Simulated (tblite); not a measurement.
Start geometry of `C#CC(=C)c1ccoc1` from a force field or distance geometry (Å):
```
atom  x, y, z in Å
C1    -2.9304   -1.1409    0.3674
C2    -1.9937   -0.3997    0.3189
C3    -0.8504    0.4716    0.2864
C4    -1.0700    1.7698    0.6000
C5     0.4178   -0.0557   -0.0944
C6     1.6617    0.6217   -0.2194
C7     2.5884   -0.3151   -0.6201
O8     2.0024   -1.5257   -0.7524
C9     0.6893   -1.3688   -0.4433
H10   -3.7858   -1.7898    0.4079
H11   -2.0582    2.1161    0.8922
H12   -0.2794    2.4970    0.6045
H13    1.8753    1.6669   -0.0237
H14    3.6507   -0.2874   -0.8351
H15    0.0778   -2.2519   -0.5110
```

What comes out of this run: tblite, GFN2-xTB geometry optimisation, gas phase?

```
atom  x, y, z in Å
C1    -2.890   -1.173    0.351
C2    -1.963   -0.411    0.321
C3    -0.874    0.502    0.291
C4    -1.062    1.786    0.610
C5     0.412   -0.057   -0.101
C6     1.667    0.613   -0.218
C7     2.559   -0.330   -0.612
O8     1.963   -1.528   -0.748
C9     0.670   -1.359   -0.440
H10   -3.701   -1.837    0.377
H11   -2.033    2.153    0.895
H12   -0.256    2.498    0.597
H13    1.868    1.647   -0.034
H14    3.609   -0.280   -0.820
H15    0.026   -2.215   -0.491
```

The energy falls by 2.1 kcal/mol over 40 L-BFGS steps, the largest force on an atom goes from 1.91 to 0.010 eV/Å, and the atoms move by 0.044 Å rms after alignment. The bond that changes most is C3–C5 (fully substituted alkene carbon to substituted aromatic carbon), which lengthens by 0.031 Å. Bonds longer at the end by more than 0.005 Å: 1 of 15; shorter: 10. Among the angles that change most is C2–C3–C4, from 116.6° to 120.3°. Rotational constants go from 3600, 1209, 905.2 to 3548, 1239, 918.0 MHz. The orientation of the end geometry is arbitrary; only internal coordinates are fixed.

Its GFN2-xTB frequencies are all real (lowest 32 cm⁻¹). One conformer, not necessarily the lowest. 3 starts were optimised and ended at 0.00, 0.00 and 0.29 kcal/mol (GFN2-xTB); the lowest of these is shown.

The numbers are calculated, not measured.
